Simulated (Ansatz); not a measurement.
Input file for `C1=N[AsH]1`:

```yaml
crystal:
  periodic: [false, false, false]
  atoms:
    - {symbol: C, position_ang: [-0.023780, -0.709465, 0.262007]}
    - {symbol: N, position_ang: [-1.101333, -0.118601, 0.374659]}
    - {symbol: As, position_ang: [-0.000236, 0.606579, -1.145584]}
    - {symbol: H, position_ang: [0.467184, -1.532399, 0.776171]}
    - {symbol: H, position_ang: [0.708065, 1.680288, -0.308653]}
basis:
  gaussian: {orbitals: def2-SVP}
correlation: {method: ccsd_t}
```

```sh
$ ansatz run in.yaml --threads 2 --pin off --events-out ev --progress --plain --max-ram 4352MiB
```

Log, shortened:

```
Functional definition: HF
707 factors; integrals over basis functions are off by at most 1.1e-3 eV
mean field evaluation 1: about -63325.8541 eV, gradient 2.4e1 eV
mean field evaluation 2: about -63325.9114 eV, gradient 2.4e1 eV
mean field evaluation 4: about -63327.5366 eV, gradient 2.8e0 eV
mean field evaluation 8: about -63327.5751 eV, gradient 7.5e-4 eV
mean field -63327.57510974 eV, -2327.2454603109 hartree, gradient 2.5e-6 eV, S^2 0.000000; 0 other end points of the search recorded, 0 dependent functions left out; unrestricted orbitals would lower it
11 core orbitals not correlated: weight in the atoms' cores, before any rotation towards them, 1.000 or more for the frozen orbitals, at most 0.000 for the correlated occupied ones
reference -63327.57510974 eV, -2327.2454603109 hartree; 13, 13 occupied and 46, 46 virtual orbitals, 707 factors
second order -14.42909401 eV of doubles, -0.00000000 eV of singles
cycle   1  -14.10724830 eV  change    3.2e-1 eV  update   1.0e-1
cycle   2  -14.61845829 eV  change   -5.1e-1 eV  update   3.4e-2
cycle   3  -14.71591315 eV  change   -9.7e-2 eV  update   1.5e-2
cycle   4  -14.71359642 eV  change    2.3e-3 eV  update   4.3e-3
cycle   5  -14.71822620 eV  change   -4.6e-3 eV  update   1.8e-3
cycle   6  -14.71841579 eV  change   -1.9e-4 eV  update   5.0e-4
cycle   7  -14.71823178 eV  change    1.8e-4 eV  update   2.1e-4
cycle   8  -14.71824400 eV  change   -1.2e-5 eV  update   8.2e-5
cycle   9  -14.71823380 eV  change    1.0e-5 eV  update   3.2e-5
perturbative correction -0.61697649 eV, -0.0226734678 hartree
Total energy: -63342.91032003 eV, -2327.8090188945 hartree
```

It took 1.4 s on 2 threads of an Intel Xeon on a shared host, with 0.2 GiB of host memory at the peak.

The correlation energy is -15.335 eV, 4.0 % of it from (T); the T1 diagnostic reads 0.0122.
